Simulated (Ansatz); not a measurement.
Reaction (formal exchange of groups at the Si–F bond): `CO[Si](O)(F)F` + CH₄ → `CO[Si](C)(O)F` + H–F

Computed with Ansatz on PBE0-D4/def2-TZVP structures; ΔE is electronic, products minus reactants. CCSD(T)/CBS adds triple-zeta CCSD(T) − MP2 to the extrapolated MP2 energy (def2 sets, frozen cores). This one scheme is used for every species. DFT in def2-TZVPP. B3LYP here is the variant with VWN-RPA as its local correlation; programs differ in this. One conformer a species, not always the lowest.

```json
{"level": "PBE-D4", "ΔE (kcal/mol)": "32.7", "difference from CCSD(T)/CBS": "-2.7"}
{"level": "r2SCAN-D4", "ΔE (kcal/mol)": "36.8", "difference from CCSD(T)/CBS": "1.4"}
{"level": "B3LYP-D4", "ΔE (kcal/mol)": "36.2", "difference from CCSD(T)/CBS": "0.8"}
{"level": "B2PLYP", "ΔE (kcal/mol)": "37.4", "difference from CCSD(T)/CBS": "2.0"}
{"level": "r2SCAN", "ΔE (kcal/mol)": "37.1", "difference from CCSD(T)/CBS": "1.7"}
{"level": "PBE0", "ΔE (kcal/mol)": "34.7", "difference from CCSD(T)/CBS": "-0.7"}
{"level": "B3LYP", "ΔE (kcal/mol)": "37.8", "difference from CCSD(T)/CBS": "2.4"}
{"level": "HF/def2-TZVPP", "ΔE (kcal/mol)": "42.1", "difference from CCSD(T)/CBS": "6.7"}
{"level": "MP2/def2-TZVPP", "ΔE (kcal/mol)": "35.5", "difference from CCSD(T)/CBS": "0.1"}
{"level": "CCSD/def2-TZVPP", "ΔE (kcal/mol)": "36.6", "difference from CCSD(T)/CBS": "1.2"}
{"level": "CCSD(T)/def2-TZVPP", "ΔE (kcal/mol)": "35.8", "difference from CCSD(T)/CBS": "0.4"}
{"level": "MP2/def2-QZVPP", "ΔE (kcal/mol)": "35.5", "difference from CCSD(T)/CBS": "0.1"}
{"level": "SCS-MP2/def2-QZVPP", "ΔE (kcal/mol)": "36.9", "difference from CCSD(T)/CBS": "1.5"}
{"level": "HF/CBS(def2)", "ΔE (kcal/mol)": "42.7", "difference from CCSD(T)/CBS": "7.3"}
{"level": "MP2/CBS(def2)", "ΔE (kcal/mol)": "35.1", "difference from CCSD(T)/CBS": "-0.3"}
{"level": "CCSD/CBS(def2)", "ΔE (kcal/mol)": "36.2", "difference from CCSD(T)/CBS": "0.8"}
{"level": "CCSD(T)/CBS", "ΔE (kcal/mol)": "35.4", "difference from CCSD(T)/CBS": "0"}
```

Largest T1 diagnostic among the species: 0.011.

From PBE to PBE0 (25 % exact exchange), in def2-TZVPP and without D4, ΔE moves by +0.9 kcal/mol. In def2-TZVPP, CCSD(T) changes the Hartree–Fock value by −6.3 kcal/mol (the triples alone add −0.8 kcal/mol) and MP2 by −6.5 kcal/mol. The D4 term adds −1.7 kcal/mol with B3LYP and −0.9 kcal/mol with PBE0; it sums over pairs of atoms, weighted by their polarisabilities, and B3LYP, whose exchange is more repulsive, gets the larger term.
